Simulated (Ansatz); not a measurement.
Sn₂H₄S₂⁺, that is cyclo-(H2SnS)2 with one electron fewer. Charge 1, multiplicity 2. Geometry PBE-D4/def2-SVP; atoms count from 1.

```xyz
8

Sn   -1.195   -1.133   -0.328
H    -2.406   -1.455    0.845
H    -1.189   -1.954   -1.836
S    -1.060    1.329   -0.727
Sn    1.195    1.133    0.329
H     2.403    1.451   -0.848
H     1.193    1.957    1.835
S     1.059   -1.329    0.730
```

In the def2 sets Sn takes a core potential; there is no spin–orbit coupling.

Estimate the Mulliken populations from the PBE0/def2-TZVP orbitals of Ansatz.


```csv
atom,charge (e),spin (α − β)
Sn1,0.55,-0.04
H2,0.09,0.05
H3,0.09,0.05
S4,-0.23,0.44
Sn5,0.55,-0.04
H6,0.09,0.05
H7,0.09,0.05
S8,-0.23,0.44
```
Mulliken values and Mayer orders depend strongly on the basis.

Where does the spin sit?

Summed by element: Sn -0.09, H 0.22, S 0.87, of 1 unpaired in all. Largest on single atoms: S4 0.44, S8 0.44, H3 0.05.

And the Mayer bond orders between bonded heavy atoms (over 0.3)?

Sn1–S4 0.88 (2.50 Å); Sn1–S8 0.88 (2.50 Å); S4–Sn5 0.88 (2.50 Å); Sn5–S8 0.88 (2.50 Å). Values over 0.3 also appear between atoms too far apart for a bond (S4–S8 0.42 at 3.70 Å); they arise where an orbital or an unpaired electron spreads over both atoms.
